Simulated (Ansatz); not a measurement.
Cost and result up the ladder for Li7H7 (14 atoms). Charge 0, multiplicity 1. Geometry: PBE-D4/def2-TZVP.

Cartesian coordinates in Å:
```
Li 2.434 0.289 -0.166
Li 0.001 -0.331 -1.595
Li 0.734 -0.948 1.649
Li -2.046 0.463 1.660
Li -2.463 0.907 -0.716
Li 0.379 1.483 0.411
Li -2.012 -1.464 -0.149
H 1.759 0.598 1.411
H 1.185 0.916 -1.187
H 2.790 -1.620 -0.368
H -1.727 -0.413 -1.673
H -1.379 1.729 0.538
H 3.523 -1.369 -0.334
H -3.177 -0.240 0.521
```

Ansatz on 4 threads of Arm Neoverse V1 on a shared host. Times are rough, and most runs start from the orbitals of an earlier one. No level here is sound enough to serve as a yardstick. Binding counts from free atoms at the same level (Li doublet, H doublet; other spins of the atoms weren't run), without zero-point energy or a counterpoise term.

Correlated methods freeze no core orbitals; core or outer-core shells of Li are correlated, in sets that lack core-valence functions. In the singlet, H10 and H13 lie 0.78 Å apart (atoms count from 1), so H2 has formed as a molecule. Another isomer (singlet) lies 2.01 eV lower at PBE0-D4/def2-TZVP; other spin states weren't run for this one.

Run but left out: BHLYP-D4/def2-TZVP (restricted singlet, unstable in another Hartree–Fock run and untested here).

Correlated methods converge slowly with the basis.

```
                         level  functions  wall time  binding energy per atom (eV)                        remarks
PBE-D4/def2-TZVP (with forces)        140      1.7 s                          1.88  restricted SCF unstable in HF
             PBE0-D4/def2-TZVP        140      1.9 s                          1.86  restricted SCF unstable in HF
           r2SCAN-D4/def2-TZVP        140      2.9 s                          1.90  restricted SCF unstable in HF
          r2SCANh-D4/def2-TZVP        140      3.3 s                          1.89  restricted SCF unstable in HF
            CCSD(T)/def2-TZVPP        231    7.3 min                          1.92        restricted SCF unstable
```
